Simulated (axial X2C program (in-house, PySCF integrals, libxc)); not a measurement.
**Spin–orbit effects down a group: molecules with Ca (ions), HF**

Computed with an axial X2C code built on PySCF integrals, spin-free (one-electron X2C) or two-component (2c: spin–orbit coupling with atomic mean-field Coulomb and Gaunt terms, which also bring small scalar terms), in Dyall basis sets with cores contracted in-house; open shells are unrestricted.

Basis sets: Br dyall-acv3z, Ca dyall-acv3z, Cl dyall-av3z, F dyall-av3z.

```tsv
molecule	spin-free state	Re (Å)	ωe (cm⁻¹)	De (eV)	2c state	Re 2c (Å)	ωe 2c (cm⁻¹)	De 2c (eV)
CaF⁻	M_S = 0, Λ = 0	2.030	513.1	3.23	Ω = 0	2.030	513.0	3.23
CaCl⁻	M_S = 0, Λ = 0	2.610	279.9	1.73	Ω = 0	2.611	279.8	1.73
CaBr⁻	M_S = 0, Λ = 0	2.803	205.2	1.42	Ω = 0	2.804	204.9	1.42
```

Question: Work out the shifts from the spin-free to the two-component result.

Answer: 

```
molecule  2c state  ΔRe (Å)  Δωe (cm⁻¹)  ΔDe (eV)
    CaF⁻     Ω = 0    0.000        -0.1      0.00
   CaCl⁻     Ω = 0    0.001        -0.1      0.00
   CaBr⁻     Ω = 0    0.001        -0.3      0.00
```

Shifts of one unit in the last digit are rounding.

Fragments in 2c: Ca + F-, Ca + Cl-, Br- + Ca. Each entry is the lowest single determinant of a limited PBE0 search at one distance. De goes to single-determinant-based atoms at the same level (for ions the charge split of lowest energy) and is withheld (n/a) where an atom does not fit its ground term or J level. Main or longest-lived isotopes.
